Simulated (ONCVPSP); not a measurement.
**Before and after: ONCV potential for helium**

helium, optimised norm-conserving Vanderbilt (ONCV), made with ONCVPSP 4.0.1 (PBE, scalar-relativistic). Core none, reference 1s1.5 (charge +0.5). Waves: 1s: rc 0.60 bohr, ncon 3, nbas 7, qcut 12.2 1/bohr, 1 projector; p scattering state at 0.42 Ha: rc 0.55 bohr, ncon 4, nbas 7, qcut 13.4 1/bohr, 2 projectors, debl 0.9 Ha. Local part: polynomial inside 0.55 bohr (lpopt 5, dvloc0 6 Ha). Core correction: none.

All-electron outer shells of the reference configuration (PBE, scalar-relativistic, ld1.x):

| shell | level (eV) | outermost node (bohr) | outermost maximum (bohr) |
| --- | --- | --- | --- |
| 1s | -26.72 | – | 0.53 |

Change: s: rc 0.42; local potential polynomial inside 0.42 bohr (lpopt 5, dvloc0 6 Ha).

Cutoffs: the cutoffs (Ha) at which the residual kinetic energy of the hardest occupied pseudo-wave falls to 1 and 0.1 mHa per electron; they do not see the model core or the augmentation charge, which bear on the density cutoff. Errors are all-electron minus pseudo energies relative to the spin-unpolarised reference configuration.

**Question.** What does the change do?

**Answer.** The potential gets harder (62 Ha and 126 Ha → 167 Ha and 738 Ha); neither file shows a bound ghost. A smaller radius makes the pseudo-wave follow the all-electron one further in, where it bends more sharply, so more plane waves are needed.

| quantity | base | changed |
| --- | --- | --- |
| cutoff, loose | 62 Ha | 167 Ha |
| cutoff, tight | 126 Ha | 738 Ha |
| bound ghosts | none | none |
| GHOST(+) flags under 300 eV | none | none |
| error for 1s2, meV [ΔE -10.55 eV] | +2.3 | +2.7 |
| error for 1s1, meV [ΔE 16.41 eV] | +2.7 | -1.7 |
| p: phases at 0.56 bohr within 0.05 rad from the reference energy up to (Ha; the scan ends near 5) | to the end of the scan | to the end of the scan |
